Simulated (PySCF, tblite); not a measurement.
Species: C6H9P.
Structure used (GFN2-xTB), in Å, numbered top down from 1:
```xyz
16
C6H9P angstrom
C     -2.8011    0.5987   -0.7794
C     -1.7262    0.8882   -0.0625
C     -0.7960   -0.1163    0.4584
P     -0.2220    0.0655    2.2335
C      0.6632    0.2442    0.5972
C      1.6970   -0.7239    0.2308
C      2.9188   -0.3921   -0.1584
H     -3.4606    1.3632   -1.1507
H     -3.0583   -0.4183   -1.0260
H     -1.4870    1.9168    0.1784
H     -1.0154   -1.1341    0.1490
H      0.0794   -1.2968    2.3750
H      0.9105    1.2767    0.3637
H      1.4100   -1.7666    0.3012
H      3.2275    0.6373   -0.2309
H      3.6527   -1.1336   -0.4208
```

Computed with wB97X-D/def2-SVPD in PySCF (dipole) on a GFN2-xTB geometry, gas phase.

Take the most abundant isotopes and a rigid rotor. The values belong to one conformer with, in the numbering `[CH2:1]=[CH:2][C@@H:3]1[PH:4][C@H:5]1[CH:6]=[CH2:7]`, C1–C2–C3–P4 -135°, P4–C5–C6–C7 -128°.

(1) Give the principal moments of inertia and the rotational constants in MHz.

(2) What kind of rotor is it?

(3) Is it planar, by Δ = Ic − Ia − Ib?

(4) Give the other two planar moments, Paa and Pbb, and the rms extents of the mass along the axes.

(5) List the rotational levels J(Ka,Kc) to J = 4 (MHz).

(6) Which types of transition are allowed, and where do some lines up to J = 5 fall?

Answers

(1) Ia = 148.62, Ib = 372.10, Ic = 479.82 u·Å²; 505379 MHz·u·Å²/I gives A = 3401, B = 1358, C = 1053 MHz.

(2) An asymmetric top. Ray's parameter κ = (2B − A − C)/(A − C) = -0.740; −1 is the prolate and +1 the oblate limit.

(3) Not planar: Δ = Ic − Ia − Ib = -40.90 u·Å². For a rigid frame Δ = −2 Σ m c², so Σ m c² = 20.45 u·Å² lies off the ab plane: 13.13 from hydrogen and 7.32 from heavier atoms. The atom farthest from that plane is 1.47 Å away.

(4) Paa = Σ m a² = (Ib + Ic − Ia)/2 = 351.65 and Pbb = Σ m b² = (Ia + Ic − Ib)/2 = 128.17 u·Å². With the mass M = 112.04 u, the rms extents √(P/M) along a, b and c are 1.77, 1.07, 0.43 Å.

(5) Above 0(0,0):
J = 1: 1(0,1) 2411, 1(1,1) 4454, 1(1,0) 4759
J = 2: 2(0,2) 7203, 2(1,2) 8972, 2(1,1) 9886, 2(2,1) 16014, 2(2,0) 16045
J = 3: 3(0,3) 14312, 3(1,3) 15730, 3(1,2) 17557, 3(2,2) 23248, 3(2,1) 23404, 3(3,1) 34241, 3(3,0) 34243
J = 4: 4(0,4) 23660, 4(1,4) 24708, 4(1,3) 27743, 4(2,3) 32869, 4(2,2) 33323, 4(3,2) 43944, 4(3,1) 43958, 4(4,1) 59256, 4(4,0) 59256

(6) The dipole components are |μa| = 0.19 D, |μb| = 0.67 D, |μc| = 0.47 D. Intensities carry the squares of the components, which stand as 0.08 : 1.00 : 0.50 (a : b : c). Some lines, for components of 0.1 D or more:

```
type  branch         J(Ka,Kc)    MHz  lower level (cm⁻¹)
   c       Q  5(1,5) ← 5(0,5)    718               1.173
   c       Q  2(1,2) ← 2(0,2)   1769               0.240
   a       Q  4(1,3) ← 4(1,4)   3035               0.824
   c       Q  5(2,4) ← 5(1,4)   4455               1.348
   c       Q  3(2,2) ← 3(1,2)   5691               0.586
   b       Q  2(2,1) ← 2(1,2)   7042               0.299
   a       R  3(1,2) ← 2(1,1)   7671               0.330
   c       Q  4(3,2) ← 4(2,2)  10621               1.112
   b       Q  4(3,2) ← 4(2,3)  11075               1.096
   a       R  5(4,1) ← 4(4,0)  12128               1.977
   a       R  5(1,4) ← 4(1,3)  12658               0.925
   c       R  4(1,3) ← 3(0,3)  13430               0.477
   c       R  5(2,3) ← 4(1,3)  18117               0.925
   c       R  3(3,1) ← 2(2,1)  18227               0.534
   c       Q  5(5,1) ← 5(4,1)  19687               2.381
   c       R  4(4,0) ← 3(3,0)  25013               1.142
   b       R  5(4,1) ← 4(3,2)  27440               1.466
   b       R  5(5,1) ← 4(4,0)  31815               1.977
   c       R  5(5,1) ← 4(4,1)  31816               1.977
   b       R  5(5,0) ← 4(4,1)  31816               1.977
```

Its GFN2-xTB frequencies are all real (lowest 64 cm⁻¹). Zero-point vibration and centrifugal distortion are left out.
